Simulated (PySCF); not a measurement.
# Trend along the fifth-period p block: MC molecules

PBE0 with double-zeta basis sets in PySCF, for the lowest determinant that a PBE0 search found; no spin–orbit coupling. De refers to high-spin ground-configuration atoms. A positive dipole means M(−)C(+).

```csv
M,basis,state (unpaired electrons),Re (Å),ωe (cm⁻¹),De (eV),μ (D)
In,x2c-SVPall,"quartet (σ ↑, π ↑↑)",2.204,488,3.00,-2.61
Sn,def2-SVP,"triplet (σ ↑, π ↑)",2.021,632,3.10,-2.38
Te,x2c-SVPall,singlet (closed shell),1.885,913,4.68,-2.63
I,x2c-SVPall,doublet (π ↑),2.035,648,3.02,-1.87
```

The shortest bond is that of TeC (1.885 Å), the longest that of InC (2.204 Å).

The rows differ in basis set, which adds steps of its own.

The state changes along the series, so neighbouring rows are not always alike in their bonding.

Spin–orbit coupling is left out, which matters for elements this heavy, above all for dissociation energies. States were picked by a PBE0 search and need not be the measured ground states.
